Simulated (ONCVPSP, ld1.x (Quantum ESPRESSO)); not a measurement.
## Potentials for zinc (Zn) compared

Generated with ld1.x 7.5 (TM, RRKJ, ultrasoft, PAW), atompaw 4.2 or ONCVPSP 4.0.1. The cutoff is in Ry: for ld1.x and atompaw files where the sum of valence levels is converged to 10 mRy in a Bessel basis, for ONCV files where the hardest occupied wave has 1 mHa per electron of residual kinetic energy. The error is the largest all-electron minus pseudo excitation energy over each file’s own four to seven test configurations (ionisations up to +4, promotions, holes and added fractions of an electron), all of which were solved. The labels leave out finer settings (local radius, basis sizes, second energies), which also bear on the numbers. Spin-polarised tests are not counted. The rows are a selection from randomly drawn settings: files with unsolved tests, undetermined cutoffs or missed reference levels are left out.

A true bound ghost makes a file unfit for plane-wave use even where its test errors are small: the radial tests pick states by their node count and pass the ghost by.

| potential | cutoff (Ry) | largest error (meV) | bound ghosts |
| --- | --- | --- | --- |
| TM semilocal, PBE, scalar-relativistic, rc 2.30/0.75/1.30 (spd), local p, core correction yes, reference 3p6 3d10 4s2 4p0 | 200 | -267 | none |
| ONCV, PBEsol, scalar-relativistic, rc 1.25/0.95/1.40 (spd), local smoothed, core correction no, reference 3s2 3p6 3d10 4s2, qcut 9/12.9/10.9, projectors 3/3/3 | 102 | +18 | none |
| ONCV, PBE, scalar-relativistic, rc 1.00/0.90/1.05/0.85 (spdf), local smoothed, core correction yes, reference 3s2 3p6 3d10 4s2, qcut 11.5/14.5/17/12.8, projectors 2/1/2/2 | 204 | +29 | none |
| ONCV, LDA (Perdew-Wang 92), scalar-relativistic, rc 1.65/1.40/1.50/1.30 (spdf), local smoothed, core correction no, reference 3d10, qcut 3.8/6.5/12.2/7.8, projectors 2/2/2/2 | 107 | +85 | p |
| ONCV, PBE, scalar-relativistic, rc 1.35/0.75/1.10 (spd), local smoothed, core correction no, reference 3s2 3p6 3d10 4s2, qcut 10.5/12.7/15.2, projectors 2/2/2 | 170 | -6.1 | none |
| ONCV, PBE, scalar-relativistic, rc 0.90/0.90/1.30 (spd), local smoothed, core correction no, reference 3s2 3p6 3d10 4s2, qcut 15/12.7/14.6, projectors 2/2/3 | 155 | +26 | none |
| ONCV, PW91, scalar-relativistic, rc 1.25/1.05/1.05 (spd), local d, core correction yes, reference 3s2 3p6 3d10 4s2, qcut 9.5/13.2/14, projectors 2/2/0 | 166 | -45 | none |

**Question.** Fill in the row for Zn: ONCV, PBE, non-relativistic, rc 1.40/1.05/0.75 (spd), local smoothed, core correction yes, reference 3s2 3p6 3d10 4s2, qcut 8.4/15.2/19.6, projectors 2/2/2.

**Answer.** cutoff 298 Ry, largest error -3.8 meV, bound ghosts: none.

**Question.** Fill in the row for Zn: ONCV, LDA (Perdew-Zunger), fully relativistic, rc 1.20/0.85/1.05 (spd), local smoothed, core correction no, reference 3s2 3p6 3d10 4s0.5, qcut 10.2/16.6/13.9, projectors 2/2/2.

**Answer.** cutoff 159 Ry, largest error +1.9 meV, bound ghosts: none.
